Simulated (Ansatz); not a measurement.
Input and output for `C[B][SeH]` radical.

```yaml
crystal:
  periodic: [false, false, false]
  atoms:
    - {symbol: C, position_ang: [-0.716072, 0.543862, -0.150868]}
    - {symbol: B, position_ang: [-0.225443, -0.694425, 0.627085]}
    - {symbol: Se, position_ang: [1.395650, -1.646518, 0.724600]}
    - {symbol: H, position_ang: [-1.603010, 0.289643, -0.740916]}
    - {symbol: H, position_ang: [0.034455, 0.976587, -0.822279]}
    - {symbol: H, position_ang: [-1.037434, 1.319667, 0.552659]}
    - {symbol: H, position_ang: [2.213054, -0.856816, -0.235982]}
basis:
  gaussian: {orbitals: aug-pcseg-2}
magnetization: {spin_polarized: true, initial_magnetization: 1}
hamiltonian: {xc: {name: HF}}
correlation: {active_space: {window: {electrons: 2, orbitals: 1}}}
```

```sh
$ ansatz run in.yaml --threads 2 --pin off --events-out ev --progress --plain --max-ram 32768MiB --backend cpu
```

It prints (some lines left out):

```
Error: invalid value for `correlation.active_space`: it starts from restricted Hartree–Fock orbitals; set hamiltonian.xc: hf without magnetization.spin_polarized
```
